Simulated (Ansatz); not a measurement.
## A basis-limit estimate, worked out

An elementary step of AlH4Cl2OF, closed shell (AlHCl₂ ([Cl][AlH][Cl]) + H₂O + HF → AlHCl₂O ([OH][Al]([Cl])[Cl]) + HF + H₂; Al–H, H–O, H–F broken or loosened, Al–O, H–H, H–F formed or tightened). “Start” and “end” are the PBE0-D4/def2-TZVP structures reached by relaxing down either side of its saddle point, with the molecules still in contact.

Ansatz 0.2.0; basis: def2-TZVPP and def2-QZVPP; cores frozen in the correlated methods.

Energies in eV:

| quantity | end | start |
| --- | --- | --- |
| Hartree–Fock, triple zeta (X = 3) | -36404.84628 | -36404.78825 |
| Hartree–Fock, quadruple zeta (X = 4) | -36405.97126 | -36405.90395 |
| MP2 correlation, X = 3 | -27.16254 | -27.06938 |
| MP2 correlation, X = 4 | -29.72751 | -29.63005 |
| CCSD(T) correlation, X = 3 | -29.30927 | -29.27019 |

(1) Work out the step energy at the basis limit: extrapolate Hartree–Fock as E(X) = E∞ + A exp(−7.88 √X) and the MP2 correlation as E(X) = E∞ + B X^−2.97 (the exponents that Neese and Valeev fitted for def2-TZVPP and QZVPP), then add CCSD(T) − MP2 in triple zeta.

The T1 diagnostic stays at or below 0.011.

Answers

(1) Each step is linear, so take the differences first (end − start): Hartree–Fock -0.05803 (X = 3) and -0.06731 (X = 4); MP2 correlation -0.09316 and -0.09746; CCSD(T) correlation -0.03908.
Two points give E∞ = E(4) + w [E(4) − E(3)], with w = 1/(exp(7.88 (2 − √3)) − 1) = 0.1377 for Hartree–Fock and w = 1/((4/3)^2.97 − 1) = 0.7407 for the correlation.
Hartree–Fock: -0.06731 + 0.1377 × (-0.00928) = -0.0686 eV.
MP2 correlation: -0.09746 + 0.7407 × (-0.00430) = -0.1006 eV.
CCSD(T) − MP2: -0.03908 − (-0.09316) = 0.0541 eV.
Sum: -0.0686 + (-0.1006) + 0.0541 = -0.1151 eV, or -2.65 kcal/mol. Plain CCSD(T) in triple zeta gives -0.0971 eV, so the larger basis shifts the result by -0.0180 eV.

Labels in which every atom is bracketed show which atoms are joined, not bond orders.

For scale, one of the runs: CCSD(T)/def2-TZVPP, 244 basis functions, launched by `ansatz run in.yaml --threads 8 --pin off --events-out ev --progress --plain --max-ram 19148MiB`. Time: 44 s of wall clock on 8 CPU threads of an Intel Xeon Platinum 8488C; the host was shared. Peak host memory: 4.7 GiB.
